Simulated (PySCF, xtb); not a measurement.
SiBr2F2, SMILES F[Si](F)(Br)Br.

GFN2-xTB run with xtb at its own geometry gives an orbital gap of 6.62 eV and a dipole moment of 2.00 D.

Geometry: PBE0-D3(BJ)/def2-SVP.

Question: What does PBE/def2-TZVP (PySCF) give? (An estimate is asked for; the answer gives what the named calculation found.)

Answer: gap 5.98 eV (levels -7.79 and -1.81 eV), dipole 0.97 D.
